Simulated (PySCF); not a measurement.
C5H12Te, singlet, at a GFN2-xTB geometry (core potentials on Te); DF-R2SCAN/def2-TZVP (PySCF).

Input for PySCF:
```python
from pyscf import gto, scf, dft

mol = gto.Mole()
mol.atom = '''
    Te   -0.251068    0.505871    0.736246
    C    -0.596440    2.038333   -0.756707
    H    -1.008305    2.899197   -0.246492
    H    -1.305635    1.694790   -1.499592
    H     0.331338    2.322662   -1.237676
    C     0.428001   -1.058438   -0.670138
    C    -0.702185   -1.428026   -1.615259
    C     1.629705   -0.561768   -1.454711
    C     0.815150   -2.259603    0.177565
    H    -0.379546   -2.219776   -2.292711
    H    -1.001547   -0.574079   -2.219352
    H    -1.569668   -1.785454   -1.063566
    H     1.367068    0.297672   -2.067702
    H     2.441454   -0.279198   -0.786903
    H     1.993036   -1.347527   -2.118381
    H     1.620415   -2.007244    0.864648
    H    -0.033214   -2.614237    0.759702
    H     1.154766   -3.075090   -0.461279
'''
mol.basis = 'def2-tzvp'
mol.ecp = {'Te': 'def2-tzvp'}
mol.charge = 0
mol.spin = 0
mol.verbose = 4
mol.max_memory = 1800
mol.build()

mf = dft.RKS(mol)
mf.xc = 'r2scan'
mf = mf.density_fit(auxbasis='def2-universal-jkfit')
mf.kernel()
```

### Question
Predict the main parts of the log of this PySCF run.

### Answer

```
PySCF version 2.14.0

[INPUT] verbose = 4
[INPUT] num. atoms = 18
[INPUT] num. electrons = 66
[INPUT] charge = 0
[INPUT] spin (= nelec alpha-beta = 2S) = 0
[INPUT] symmetry False subgroup None
[INPUT] Mole.unit = angstrom
[INPUT] Symbol           X                Y                Z      unit          X                Y                Z       unit  Magmom
[...]
nuclear repulsion = 368.628132636889
number of shells = 119
number of NR pGTOs = 418
number of NR cGTOs = 277
basis = def2-tzvp
ecp = {'Te': 'def2-tzvp'}

******** <class 'pyscf.df.df_jk.DFRKS'> ********
method = DFRKS
initial guess = minao
damping factor = 0
level_shift factor = 0
DIIS = <class 'pyscf.scf.diis.CDIIS'>
diis_start_cycle = 1
diis_space = 8
diis_damp = 0
SCF conv_tol = 1e-09
SCF conv_tol_grad = None
SCF max_cycles = 50
direct_scf = False
XC library pyscf.dft.libxc version 7.1.2
    S. Lehtola, C. Steigemann, M. J. T. Oliveira, and M. A. L. Marques,  SoftwareX 7, 1–5 (2018)
XC functionals = r2scan
    J. W. Furness, A. D. Kaplan, J. Ning, J. P. Perdew, and J. Sun,  J. Phys. Chem. Lett. 11, 8208–8215 (2020)
    J. W. Furness, A. D. Kaplan, J. Ning, J. P. Perdew, and J. Sun,  J. Phys. Chem. Lett. 11, 9248–9248 (2020)
    J. W. Furness, A. D. Kaplan, J. Ning, J. P. Perdew, and J. Sun,  J. Phys. Chem. Lett. 11, 8208–8215 (2020)
    J. W. Furness, A. D. Kaplan, J. Ning, J. P. Perdew, and J. Sun,  J. Phys. Chem. Lett. 11, 9248–9248 (2020)
radial grids:
    Treutler-Ahlrichs [JCP 102, 346 (1995); DOI:10.1063/1.469408] (M4) radial grids

becke partition: Becke, JCP 88, 2547 (1988); DOI:10.1063/1.454033
pruning grids: <function nwchem_prune>
grids dens level: 3
symmetrized grids: False
atomic radii adjust function: <function treutler_atomic_radii_adjust>
small_rho_cutoff = 0
Set gradient conv threshold to 3.16228e-05
Initial guess from minao.
tot grids = 210248
init E= -424.074377627078
[...]
cycle= 1 E= -463.184395946511  delta_E= -39.1  |g|= 3.66  |ddm|= 28.6
[...]
cycle= 2 E= -457.375252288908  delta_E= 5.81  |g|= 5.63  |ddm|= 59.1
[...]
cycle= 3 E= -465.605338041695  delta_E= -8.23  |g|= 0.832  |ddm|= 58.5
[...]
cycle= 4 E= -465.62243887188  delta_E= -0.0171  |g|= 0.844  |ddm|= 2.26
[...]
cycle= 5 E= -465.81304726597  delta_E= -0.191  |g|= 0.241  |ddm|= 1.05
[...]
cycle= 6 E= -465.826744119048  delta_E= -0.0137  |g|= 0.066  |ddm|= 0.256
[...]
cycle= 7 E= -465.827559442163  delta_E= -0.000815  |g|= 0.0377  |ddm|= 0.0962
[...]
cycle= 8 E= -465.827868015693  delta_E= -0.000309  |g|= 0.0105  |ddm|= 0.0361
[...]
cycle= 9 E= -465.827894569971  delta_E= -2.66e-05  |g|= 0.00242  |ddm|= 0.0111
[...]
cycle= 10 E= -465.82789615537  delta_E= -1.59e-06  |g|= 0.000442  |ddm|= 0.00273
[...]
cycle= 11 E= -465.827896205892  delta_E= -5.05e-08  |g|= 0.000106  |ddm|= 0.000635
[...]
cycle= 12 E= -465.827896208083  delta_E= -2.19e-09  |g|= 4.62e-05  |ddm|= 0.000124
[...]
cycle= 13 E= -465.827896208575  delta_E= -4.92e-10  |g|= 8.2e-06  |ddm|= 5.01e-05
[...]
Extra cycle  E= -465.827896208555  delta_E= 2.07e-11  |g|= 1.24e-05  |ddm|= 1.89e-05
converged SCF energy = -465.827896208555
```
